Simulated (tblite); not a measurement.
Record of a relaxation.

C₈H₁₆Si.
Numbering: `[CH2:1]=[CH:2][C@H:3]1[CH2:4][Si@@H:5]([CH2:6][CH2:7][CH3:8])[CH2:9]1` (hydrogens: H10, H11 on C1; H12 on C2; H13 on C3; H14, H15 on C4; H16 on Si5; H17, H18 on C6; H19, H20 on C7; H21, H22, H23 on C8; H24, H25 on C9)

Computed with GFN2-xTB (tblite), gas phase: L-BFGS steps from a force-field or distance-geometry start until the largest atomic force falls under 0.01 eV/Å. 8 of its 118 geometries are shown.

Step 0: E = -733.0295 eV, largest atomic force 2.118 eV/Å
```
atom  x, y, z in Å  |  force x, y, z in eV/Å
C1      4.125    0.986   -0.475   -0.688   0.116   0.765
C2      3.152    0.811    0.430    1.209  -0.043  -0.793
C3      2.182   -0.305    0.282   -1.495   1.365   0.621
C4      1.152   -0.418    1.463    0.678  -1.046   0.532
Si5    -0.123   -1.054    0.237    0.200  -0.436  -0.389
C6     -1.771   -0.249    0.427   -1.180   0.264   0.293
C7     -2.706   -0.339   -0.780    0.000  -0.154   0.248
C8     -4.027    0.355   -0.500   -0.585  -0.012  -0.086
C9      1.073   -0.025   -0.808    0.354  -0.734  -0.485
H10     4.836    1.789   -0.360    0.018  -0.085  -0.188
H11     4.202    0.349   -1.350    0.050   0.195   0.267
H12     3.087    1.455    1.308   -0.083  -0.190  -0.325
H13     2.702   -1.249    0.112   -0.283   0.126  -0.072
H14     1.443   -1.137    2.248    0.126   0.542  -0.162
H15     0.854    0.529    1.940    0.508  -0.321  -0.333
H16    -0.092   -2.513   -0.018   -0.071   0.270   0.051
H17    -2.266   -0.687    1.303   -0.125   0.087  -0.182
H18    -1.618    0.805    0.674   -0.071   0.001  -0.041
H19    -2.241    0.119   -1.652    0.118   0.015  -0.008
H20    -2.893   -1.391   -1.022    0.051   0.109   0.045
H21    -4.692    0.277   -1.374    0.172   0.016   0.294
H22    -3.886    1.415   -0.286    0.063  -0.119  -0.007
H23    -4.541   -0.099    0.360    0.203   0.121  -0.290
H24     1.281   -0.428   -1.804    0.293   0.377   0.112
H25     0.757    1.028   -0.897    0.537  -0.466   0.132
```

Step 17: E = -733.3794 eV, largest atomic force 0.227 eV/Å
```
atom  x, y, z in Å  |  force x, y, z in eV/Å
C1      4.151    1.020   -0.466   -0.139   0.058   0.092
C2      3.183    0.820    0.415   -0.130   0.007  -0.052
C3      2.185   -0.287    0.294    0.082  -0.022  -0.066
C4      1.222   -0.501    1.476    0.090   0.048  -0.090
Si5    -0.155   -1.009    0.250    0.022   0.024   0.013
C6     -1.867   -0.231    0.477    0.007   0.012  -0.024
C7     -2.755   -0.341   -0.758   -0.035   0.032  -0.013
C8     -4.092    0.359   -0.528    0.025  -0.015  -0.025
C9      1.130   -0.089   -0.825    0.074   0.000   0.043
H10     4.838    1.847   -0.371   -0.007  -0.104  -0.083
H11     4.263    0.370   -1.325    0.084   0.125   0.170
H12     3.040    1.484    1.260    0.111   0.009  -0.085
H13     2.729   -1.216    0.096   -0.099  -0.012  -0.003
H14     1.603   -1.176    2.237   -0.086  -0.015   0.005
H15     0.995    0.457    1.946    0.048  -0.057   0.080
H16    -0.240   -2.446   -0.022    0.007  -0.073  -0.007
H17    -2.379   -0.698    1.319    0.014  -0.008   0.015
H18    -1.753    0.824    0.727   -0.027   0.025   0.025
H19    -2.248    0.110   -1.615   -0.026   0.011   0.035
H20    -2.928   -1.392   -1.004    0.011   0.035   0.064
H21    -4.730    0.277   -1.406    0.002   0.002   0.011
H22    -3.932    1.416   -0.315   -0.018  -0.044  -0.022
H23    -4.611   -0.084    0.320    0.012   0.006  -0.042
H24     1.450   -0.460   -1.795   -0.090  -0.007   0.004
H25     0.888    0.970   -0.931    0.068  -0.037  -0.043
```

Step 33: E = -733.4069 eV, largest atomic force 0.047 eV/Å
```
atom  x, y, z in Å  |  force x, y, z in eV/Å
C1      4.164    1.047   -0.447   -0.017   0.011  -0.007
C2      3.167    0.832    0.393   -0.005   0.014   0.000
C3      2.204   -0.304    0.278    0.020   0.005  -0.010
C4      1.254   -0.528    1.470    0.026  -0.001   0.003
Si5    -0.165   -0.949    0.266   -0.018  -0.005  -0.004
C6     -1.889   -0.194    0.509   -0.030   0.013  -0.024
C7     -2.766   -0.324   -0.734   -0.021   0.006  -0.018
C8     -4.119    0.356   -0.549    0.013  -0.004   0.010
C9      1.145   -0.105   -0.839    0.007  -0.005   0.000
H10     4.814    1.901   -0.360    0.003  -0.009   0.020
H11     4.364    0.382   -1.272    0.000  -0.022   0.025
H12     2.989    1.528    1.204   -0.028   0.012  -0.003
H13     2.752   -1.227    0.075    0.002   0.009  -0.017
H14     1.595   -1.283    2.172    0.024  -0.017   0.020
H15     1.100    0.394    2.028   -0.001   0.012   0.002
H16    -0.265   -2.391   -0.001   -0.025  -0.038  -0.012
H17    -2.389   -0.694    1.339    0.019   0.017   0.018
H18    -1.812    0.859    0.782    0.012   0.014  -0.011
H19    -2.255    0.118   -1.592    0.010   0.017   0.013
H20    -2.919   -1.381   -0.956    0.007   0.003   0.001
H21    -4.731    0.255   -1.444    0.032  -0.009   0.026
H22    -3.986    1.417   -0.344   -0.002  -0.012  -0.008
H23    -4.657   -0.087    0.287    0.006  -0.003  -0.009
H24     1.424   -0.552   -1.789   -0.017  -0.002  -0.020
H25     0.970    0.955   -1.014   -0.018  -0.006   0.006
```

Step 50: E = -733.4278 eV, largest atomic force 0.069 eV/Å
```
atom  x, y, z in Å  |  force x, y, z in eV/Å
C1      4.178    1.062   -0.353    0.043  -0.001  -0.010
C2      3.069    0.888    0.343   -0.003  -0.013  -0.017
C3      2.192   -0.311    0.216   -0.006  -0.002  -0.025
C4      1.307   -0.621    1.439    0.000   0.017   0.000
Si5    -0.185   -0.971    0.300    0.000  -0.022   0.005
C6     -1.855   -0.103    0.544   -0.003  -0.013  -0.038
C7     -2.722   -0.277   -0.703   -0.016   0.014   0.013
C8     -4.115    0.331   -0.549    0.045  -0.011   0.004
C9      1.087   -0.148   -0.862   -0.036  -0.008  -0.014
H10     4.786    1.947   -0.273   -0.031   0.028   0.018
H11     4.524    0.313   -1.046    0.040  -0.030  -0.002
H12     2.726    1.655    1.025   -0.015   0.022  -0.013
H13     2.799   -1.183   -0.035    0.009  -0.011   0.005
H14     1.692   -1.421    2.064   -0.020   0.005   0.017
H15     1.188    0.261    2.067   -0.007  -0.011   0.037
H16    -0.389   -2.401    0.020    0.003  -0.002   0.019
H17    -2.378   -0.519    1.406    0.012   0.000  -0.024
H18    -1.713    0.960    0.746   -0.043  -0.007  -0.012
H19    -2.218    0.188   -1.554   -0.037  -0.029   0.025
H20    -2.814   -1.344   -0.920   -0.040   0.056  -0.008
H21    -4.699    0.178   -1.456    0.030   0.010   0.054
H22    -4.046    1.402   -0.363   -0.002  -0.051   0.011
H23    -4.645   -0.132    0.283    0.038   0.032  -0.037
H24     1.325   -0.633   -1.805    0.031   0.026  -0.019
H25     0.894    0.902   -1.073    0.009   0.001   0.011
```

Step 67: E = -733.4409 eV, largest atomic force 0.048 eV/Å
```
atom  x, y, z in Å  |  force x, y, z in eV/Å
C1      4.205    1.065   -0.296    0.013  -0.004   0.014
C2      3.032    0.903    0.288   -0.021  -0.013   0.033
C3      2.191   -0.322    0.188    0.001  -0.006   0.005
C4      1.320   -0.643    1.422   -0.015   0.014   0.026
Si5    -0.186   -0.992    0.300    0.019  -0.002  -0.033
C6     -1.841   -0.094    0.525   -0.020  -0.016  -0.029
C7     -2.721   -0.273   -0.710   -0.036   0.014   0.001
C8     -4.105    0.338   -0.525   -0.003   0.008   0.001
C9      1.072   -0.168   -0.875    0.010  -0.002  -0.011
H10     4.754    1.990   -0.235   -0.001  -0.022   0.003
H11     4.664    0.273   -0.866    0.019  -0.008   0.005
H12     2.589    1.720    0.847   -0.012   0.022  -0.003
H13     2.810   -1.186   -0.059    0.026   0.025  -0.032
H14     1.704   -1.461    2.026    0.021   0.018   0.001
H15     1.215    0.221    2.074   -0.002   0.018   0.005
H16    -0.418   -2.426    0.071    0.019  -0.005  -0.019
H17    -2.361   -0.490    1.398   -0.027  -0.002  -0.002
H18    -1.696    0.973    0.702    0.011  -0.014   0.027
H19    -2.229    0.194   -1.567   -0.023  -0.027   0.012
H20    -2.825   -1.337   -0.933    0.000   0.027   0.018
H21    -4.713    0.196   -1.417    0.020  -0.001   0.008
H22    -4.031    1.405   -0.328    0.008  -0.010   0.007
H23    -4.616   -0.131    0.315    0.005   0.011  -0.003
H24     1.317   -0.618   -1.833   -0.021  -0.013  -0.005
H25     0.859    0.887   -1.054    0.010  -0.012  -0.028
```

Step 84: E = -733.4591 eV, largest atomic force 0.077 eV/Å
```
atom  x, y, z in Å  |  force x, y, z in eV/Å
C1      4.260    1.059   -0.151   -0.032   0.003   0.022
C2      2.995    0.955    0.219   -0.011  -0.012   0.040
C3      2.190   -0.293    0.132   -0.041  -0.022  -0.049
C4      1.325   -0.617    1.371    0.009   0.024   0.023
Si5    -0.173   -1.028    0.255    0.032   0.012  -0.008
C6     -1.841   -0.154    0.508   -0.022  -0.008  -0.008
C7     -2.765   -0.287   -0.701   -0.024  -0.022  -0.005
C8     -4.112    0.390   -0.464    0.017  -0.023  -0.018
C9      1.069   -0.202   -0.934   -0.028  -0.015  -0.060
H10     4.795    1.992   -0.108    0.014  -0.012   0.014
H11     4.812    0.207   -0.519   -0.022   0.043   0.009
H12     2.456    1.822    0.588    0.054  -0.034  -0.043
H13     2.839   -1.140   -0.096    0.017   0.014  -0.001
H14     1.748   -1.401    1.994   -0.030  -0.020   0.005
H15     1.196    0.259    2.003   -0.025   0.035   0.010
H16    -0.338   -2.469    0.013   -0.042   0.008   0.021
H17    -2.348   -0.573    1.377    0.001  -0.017   0.045
H18    -1.693    0.906    0.716    0.034   0.018   0.020
H19    -2.283    0.144   -1.581   -0.016   0.022   0.036
H20    -2.937   -1.344   -0.910    0.029  -0.019  -0.004
H21    -4.749    0.288   -1.342    0.010   0.016   0.024
H22    -3.987    1.451   -0.251    0.025  -0.051  -0.013
H23    -4.619   -0.073    0.381    0.001   0.037  -0.010
H24     1.316   -0.701   -1.866    0.033  -0.008  -0.058
H25     0.835    0.834   -1.174    0.015   0.030   0.005
```

Step 100: E = -733.4682 eV, largest atomic force 0.026 eV/Å
```
atom  x, y, z in Å  |  force x, y, z in eV/Å
C1      4.274    1.056   -0.067   -0.014  -0.002   0.011
C2      2.980    0.970    0.183    0.013  -0.008  -0.015
C3      2.180   -0.281    0.087    0.008  -0.002  -0.019
C4      1.308   -0.588    1.327    0.024   0.009   0.000
Si5    -0.171   -1.045    0.208    0.011   0.015   0.012
C6     -1.835   -0.186    0.515   -0.007   0.000  -0.011
C7     -2.776   -0.304   -0.680   -0.019   0.003  -0.005
C8     -4.102    0.404   -0.430   -0.011   0.007  -0.005
C9      1.069   -0.220   -0.992   -0.010  -0.013  -0.004
H10     4.815    1.985   -0.002   -0.010  -0.002   0.004
H11     4.852    0.190   -0.350   -0.003   0.012   0.009
H12     2.419    1.855    0.460    0.003  -0.010   0.002
H13     2.843   -1.124   -0.117   -0.003  -0.008  -0.004
H14     1.732   -1.351    1.973    0.001   0.004   0.018
H15     1.157    0.305    1.930   -0.007  -0.010   0.012
H16    -0.349   -2.490    0.000    0.003   0.016  -0.008
H17    -2.320   -0.624    1.389    0.009   0.002   0.008
H18    -1.684    0.871    0.740    0.010  -0.001   0.006
H19    -2.298    0.127   -1.562   -0.002  -0.007   0.007
H20    -2.963   -1.359   -0.891    0.007  -0.001  -0.002
H21    -4.750    0.323   -1.300   -0.010   0.006  -0.004
H22    -3.935    1.459   -0.222   -0.007   0.004  -0.009
H23    -4.618   -0.033    0.422    0.020  -0.012   0.003
H24     1.335   -0.728   -1.915   -0.004   0.011  -0.007
H25     0.826    0.811   -1.245   -0.001  -0.015  -0.001
```

Step 117: E = -733.4700 eV, largest atomic force 0.009 eV/Å
```
atom  x, y, z in Å  |  force x, y, z in eV/Å
C1      4.274    1.062   -0.009   -0.006  -0.001   0.001
C2      2.967    0.969    0.150    0.005   0.001  -0.001
C3      2.180   -0.290    0.052    0.004   0.001  -0.005
C4      1.323   -0.593    1.305    0.003   0.001  -0.003
Si5    -0.171   -1.046    0.204    0.004   0.006  -0.003
C6     -1.828   -0.177    0.519   -0.001  -0.001   0.002
C7     -2.776   -0.298   -0.671   -0.001   0.002  -0.001
C8     -4.103    0.407   -0.417    0.001  -0.001   0.000
C9      1.058   -0.238   -1.015    0.004   0.001  -0.004
H10     4.796    2.002    0.069    0.004  -0.004   0.000
H11     4.881    0.197   -0.225   -0.005   0.005   0.004
H12     2.381    1.856    0.364    0.004   0.000   0.003
H13     2.847   -1.129   -0.151    0.003   0.005  -0.002
H14     1.753   -1.353    1.950   -0.003  -0.002  -0.001
H15     1.180    0.302    1.909   -0.005  -0.007   0.003
H16    -0.360   -2.489   -0.007    0.001  -0.004   0.008
H17    -2.308   -0.608    1.398   -0.002  -0.002   0.005
H18    -1.669    0.880    0.739    0.001   0.002  -0.006
H19    -2.301    0.132   -1.556   -0.005  -0.001  -0.004
H20    -2.960   -1.354   -0.879   -0.003   0.004  -0.002
H21    -4.758    0.316   -1.281   -0.002   0.000   0.004
H22    -3.940    1.465   -0.221   -0.003  -0.003  -0.002
H23    -4.606   -0.027    0.444    0.002   0.001   0.000
H24     1.314   -0.753   -1.937    0.000  -0.003   0.002
H25     0.815    0.791   -1.277    0.000  -0.001   0.001
```

**Question.** Summarise the path.

**Answer.** The energy falls by 0.4405 eV from step 0 to step 117; nine tenths of that is first reached at step 49. It falls at every step. The largest force goes from 2.118 to 0.009 eV/Å. Among the bonds Si5–C6 changes most, from 1.844 to 1.898 Å; the atoms move by 0.456 Å rms after alignment.

**Question.** Follow the three bonds and two angles with the largest change from start to end.

**Answer.** 
```
step  E above end (eV)  largest force (eV/Å)  Si5–C6 (Å)  C3–C9 (Å)  C4–Si5 (Å)  C6–Si5–H16 (°)  C6–Si5–C9 (°)
   0            0.4405                 2.118       1.844      1.580       1.880           117.8          112.6
   5            0.1720                 0.413       1.875      1.550       1.900           118.3          114.4
  10            0.1223                 0.186       1.895      1.550       1.910           116.6          115.4
  15            0.1025                 0.200       1.890      1.545       1.908           113.9          117.4
  20            0.0772                 0.086       1.899      1.550       1.916           109.7          119.8
  25            0.0708                 0.085       1.897      1.551       1.914           109.6          120.4
  31            0.0641                 0.053       1.898      1.550       1.911           110.7          121.3
  36            0.0616                 0.065       1.897      1.552       1.910           110.8          121.4
  41            0.0552                 0.081       1.898      1.551       1.910           111.0          120.3
  46            0.0474                 0.085       1.897      1.553       1.909           110.7          119.1
  51            0.0416                 0.088       1.900      1.553       1.910           110.0          117.6
  56            0.0373                 0.078       1.896      1.551       1.910           110.2          116.8
  61            0.0337                 0.083       1.900      1.553       1.911           109.4          116.8
  66            0.0298                 0.052       1.896      1.551       1.910           110.0          116.4
  71            0.0257                 0.057       1.899      1.551       1.912           110.1          116.8
  76            0.0214                 0.068       1.898      1.552       1.912           111.2          115.8
  81            0.0153                 0.073       1.900      1.550       1.912           111.5          117.2
  86            0.0085                 0.050       1.901      1.550       1.915           112.1          117.0
  92            0.0042                 0.053       1.899      1.551       1.912           111.2          118.0
  97            0.0026                 0.031       1.899      1.550       1.911           111.3          118.4
 102            0.0015                 0.027       1.898      1.550       1.910           111.0          118.4
 107            0.0008                 0.019       1.898      1.550       1.909           111.0          118.5
 112            0.0003                 0.025       1.898      1.550       1.910           111.0          118.5
 117            0.0000                 0.009       1.898      1.549       1.910           111.1          118.3
```

What follows is the cost of the whole relaxation. On an Arm Neoverse V2 with one thread, shared host, this took 0.96 s of wall time.
